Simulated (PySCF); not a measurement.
# `Cc1coc(=O)o1`: 4 charge schemes on one density

Species: C4H4O3.
Numbering: `[CH3:1][c:2]1[cH:3][o:4][c:5](=[O:6])[o:7]1` (hydrogens: H8, H9, H10 on C1; H11 on C3)

Geometry (GFN2-xTB, Å), atoms numbered from 1 in this order:
```
atom  x, y, z in Å
C1    -1.656   -0.330   -0.213
C2    -0.226   -0.010   -0.010
C3     0.415    0.986    0.611
O4     1.767    0.790    0.494
C5     1.943   -0.348   -0.213
O6     2.988   -0.829   -0.508
O7     0.728   -0.855   -0.531
H8    -1.884   -1.303    0.217
H9    -2.272    0.430    0.257
H10   -1.879   -0.375   -1.277
H11    0.081    1.848    1.147
```

Density: PBE0/pcSseg-1 (PySCF); schemes: Mulliken, IAO, Hirshfeld and ESP-fitted. Isolated species at its GFN2-xTB geometry, gas phase.

Task: For which atoms does the sign change between the 4 schemes (beyond +0.03 e in one, beyond −0.03 e in another)?

Result: C3.

Task: Which atoms carry the lowest charge in the Mulliken, IAO, Hirshfeld and ESP-fitted schemes?

Result: The schemes don't all agree: Mulliken O7 (-0.400); IAO O6 (-0.444); Hirshfeld O6 (-0.279); ESP-fitted C1 (-0.749).

Task: Tabulate the Mulliken, IAO, Hirshfeld and ESP-fitted charges.

Result: In e:

```json
{"atom": "C1", "environment": "carbon bonded to C and 3 H", "Mulliken": "-0.137", "IAO": "-0.436", "Hirshfeld": "-0.107", "ESP-fitted": "-0.749"}
{"atom": "C2", "environment": "unsaturated ring carbon", "Mulliken": "-0.025", "IAO": "+0.156", "Hirshfeld": "+0.057", "ESP-fitted": "+0.353"}
{"atom": "C3", "environment": "unsaturated ring CH carbon", "Mulliken": "+0.115", "IAO": "-0.042", "Hirshfeld": "-0.012", "ESP-fitted": "-0.229"}
{"atom": "O4", "environment": "ring oxygen", "Mulliken": "-0.392", "IAO": "-0.289", "Hirshfeld": "-0.088", "ESP-fitted": "-0.275"}
{"atom": "C5", "environment": "ring carbonyl carbon", "Mulliken": "+0.677", "IAO": "+0.653", "Hirshfeld": "+0.255", "ESP-fitted": "+0.829"}
{"atom": "O6", "environment": "carbonyl oxygen", "Mulliken": "-0.382", "IAO": "-0.444", "Hirshfeld": "-0.279", "ESP-fitted": "-0.539"}
{"atom": "O7", "environment": "ring oxygen", "Mulliken": "-0.400", "IAO": "-0.297", "Hirshfeld": "-0.085", "ESP-fitted": "-0.323"}
{"atom": "H8", "environment": "methyl hydrogen", "Mulliken": "+0.149", "IAO": "+0.171", "Hirshfeld": "+0.060", "ESP-fitted": "+0.244"}
{"atom": "H9", "environment": "methyl hydrogen", "Mulliken": "+0.134", "IAO": "+0.168", "Hirshfeld": "+0.063", "ESP-fitted": "+0.215"}
{"atom": "H10", "environment": "methyl hydrogen", "Mulliken": "+0.149", "IAO": "+0.171", "Hirshfeld": "+0.060", "ESP-fitted": "+0.240"}
{"atom": "H11", "environment": "hydrogen on C3", "Mulliken": "+0.112", "IAO": "+0.189", "Hirshfeld": "+0.077", "ESP-fitted": "+0.233"}
```

Mean size of the charges over all atoms: ESP-fitted 0.385 e, IAO 0.274 e, Mulliken 0.243 e, Hirshfeld 0.104 e. Each set sums to the total charge, 0, to within 0.001 e. The IAO scheme counts the electrons in orthogonalised intrinsic atomic orbitals, a minimal basis polarised so that it spans the occupied orbitals exactly.

Task: Sum the charges by element.

Result: 
| element | atoms | Mulliken | IAO | Hirshfeld | ESP-fitted |
| --- | --- | --- | --- | --- | --- |
| C | 4 | +0.630 | +0.330 | +0.193 | +0.205 |
| O | 3 | -1.174 | -1.030 | -0.452 | -1.138 |
| H | 4 | +0.544 | +0.700 | +0.259 | +0.933 |

Task: How closely do the schemes follow one another over all atoms?

Result: Correlation coefficient and root-mean-square difference: IAO with ESP-fitted 0.98, 0.144 e; IAO with Hirshfeld 0.95, 0.200 e; Mulliken with IAO 0.92, 0.128 e; Hirshfeld with ESP-fitted 0.91, 0.323 e; Mulliken with Hirshfeld 0.89, 0.197 e; Mulliken with ESP-fitted 0.81, 0.260 e.

Task: How many electrons does the IAO scheme count on C3?

Result: Z − q = 6 − (-0.042) = 6.042.

The run behind these numbers computed NMR shieldings as well. Time: 10 s wall; peak memory 0.66 GiB. Hardware: an Arm Neoverse V2 with one thread, no GPU, shared host with 96 logical CPUs at a one-minute load of 31.
